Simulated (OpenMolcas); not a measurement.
Pd4+ among 4 point charges of -1 e arranged as a square (D4h).

| Item | Value |
| --- | --- |
| Program | OpenMolcas 26.06 |
| Method | CASSCF |
| Basis | ANO-RCC-VDZP [6s5p3d1f] |
| Scalar Hamiltonian | DKH2, point nucleus |
| Active space | 6 electrons in 5 orbitals (4d) |
| State averaging | 2S+1 = 5 even, 5 roots; 2S+1 = 3 even, 45 roots; 2S+1 = 1 even, 50 roots |
| Spin-orbit coupling | state interaction with AMFI integrals over the reference wave functions |

All point charges move together. At R = 1.79 Å the first state of the same spin is 1260 cm-1, and at R = 1.88 Å it is 1190 cm-1.

A third run gives 1041 cm-1. What distance was it run at?

With a power law R^-n the two known points give n = -ln(1190 / 1260) / ln(1.88 / 1.79) = 1.17. Then R = 1.79 × (1260 / 1041)^(1/1.17) = 2.107 Å. The run was at 2.06 Å, so the estimate is off by +0.047 Å.

Without dynamic correlation the repulsion within the d shell is too large (B by tens of per cent), so at a given field states of lower spin stand too high. Point charges give a weaker field than real ligands, and real ions of this kind are as a rule low spin; the high spin found here belongs to the model. Spin-orbit coupling mixes the spin-free states strongly: the lowest level takes only 68 % from its leading state, 5A1 (figures for R = 1.79; the like holds for R = 1.88, R = 2.06). Point charges carry no covalency, so the field is a model and not that of real ligands. No measured value stands beside these numbers.
